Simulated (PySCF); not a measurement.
A TDDFT job was run through a driver script with this input:

```
{"job": {"kind": "uv", "xc": "PBE0", "basis": "def2-SVPD", "nstates": 8, "ntriplets": 3}, "charge": 0, "multiplicity": 1}
C     -1.151434     1.683784     0.291003
Si    -0.473299    -0.094248     0.420956
C     -1.838794    -1.308429    -0.116195
Si     1.407956    -0.338904    -0.946495
P      3.386152    -0.131431     0.086743
H     -0.418543     2.410892     0.629044
H     -1.407666     1.932294    -0.735422
H     -2.046258     1.817818     0.892121
H     -0.188987    -0.351262     1.850198
H     -2.738274    -1.187272     0.480112
H     -1.514402    -2.339485    -0.013395
H     -2.111883    -1.154797    -1.156261
H      1.482250     0.656250    -2.028560
H      1.499156    -1.650490    -1.606675
H      3.061390    -0.946276     1.154467
H      3.045038     1.010499     0.786948
```

Output:

```
coarse grid: 13864 points
cycle   1  E = -1002.2072787723  dE = -5.225e-02  |g| = 4.058e-01  |ddm| = 4.662e+00
cycle   2  E = -1002.1938076858  dE =  1.347e-02  |g| = 4.586e-01  |ddm| = 1.054e+00
cycle   3  E = -1002.2520748870  dE = -5.827e-02  |g| = 2.491e-02  |ddm| = 5.488e-01
cycle   4  E = -1002.2522605405  dE = -1.857e-04  |g| = 1.171e-02  |ddm| = 7.619e-02
cycle   5  E = -1002.2523119471  dE = -5.141e-05  |g| = 1.480e-03  |ddm| = 2.857e-02
cycle   6  E = -1002.2523127347  dE = -7.876e-07  |g| = 4.267e-04  |ddm| = 3.904e-03
final grid: 117288 points
cycle   7  E = -1002.3710731043  dE = -2.276e-05  |g| = 6.344e-03  |ddm| = 7.769e-02
cycle   8  E = -1002.3710686248  dE =  4.480e-06  |g| = 7.480e-03  |ddm| = 1.734e-02
cycle   9  E = -1002.3710839129  dE = -1.529e-05  |g| = 2.245e-04  |ddm| = 9.205e-03
cycle  10  E = -1002.3710839298  dE = -1.694e-08  |g| = 7.759e-05  |ddm| = 7.313e-04
cycle  11  E = -1002.3710839320  dE = -2.147e-09  |g| = 1.732e-05  |ddm| = 1.969e-04
cycle  12  E = -1002.3710839321  dE = -1.191e-10  |g| = 4.731e-06  |ddm| = 5.020e-05
converged SCF energy = -1002.3710839321

Static polarisability (au): isotropic 111.848, principal 95.650 102.192 137.702

Singlet excitations
state   eV       nm        f      main configurations
  1   5.8353    212.5   0.13420   H->L 0.92
  2   5.9753    207.5   0.00917   H->L+1 0.97
  3   6.3652    194.8   0.06398   H->L+2 0.89
  4   6.4780    191.4   0.01512   H->L+4 0.93
  5   6.8057    182.2   0.12992   H->L+3 0.88
  6   7.1636    173.1   0.10653   H-1->L 0.42, H->L+5 0.42
  7   7.3104    169.6   0.08477   H->L+5 0.45, H-1->L 0.42
  8   7.4189    167.1   0.02312   H-1->L+1 0.51, H-2->L 0.37

Triplet excitations (Tamm-Dancoff, eV): 5.0272 5.4286 5.6924
```

The calculation used TDDFT PBE0/def2-SVPD, vertical, gas phase, core orbitals frozen in the response (PySCF). One conformer (not necessarily the lowest) at the GFN2-xTB geometry, without solvent, vibrations or thermal averaging.

**Question.** Give the energy of state 3 in hartree, cm⁻¹ and kJ/mol.

**Answer.** 0.23392 hartree, 51339 cm⁻¹, 614.1 kJ/mol.

**Question.** Give the mean polarisability in Å³.

**Answer.** 111.85 au × 0.148185 = 16.57 Å³.

**Question.** What is the gap between the lowest singlet and the lowest triplet?

**Answer.** 5.8353 − 5.0272 = 0.8081 eV (full response against Tamm–Dancoff).

**Question.** How much of the mean polarisability do the listed states account for?

**Answer.** The sum over states Σ f/ΔE² (ΔE in hartree) gives 9.64 au, 9% of the total; the rest comes from higher roots of the same response equations.

**Question.** What share of the summed oscillator strength falls to the strongest level in this window?

**Answer.** State 1 at 212 nm: 0.1342 of 0.5668, or 24%.

**Question.** Write the structure that the coordinates describe.

**Answer.** `C[SiH](C)[SiH2]P` (C2H11PSi2), point group C1.

The SCF starts on a coarse grid; the energy jumps when the final grid takes over, and dE counts afresh there. H and L stand for HOMO and LUMO.

The values belong to the conformer `[CH3:1][SiH:2]([CH3:3])[SiH2:4][PH2:5]`: C1–Si2–Si4–P5 98°, H–P5–Si4–Si2 46°, H–P5–Si4–Si2 -46°.
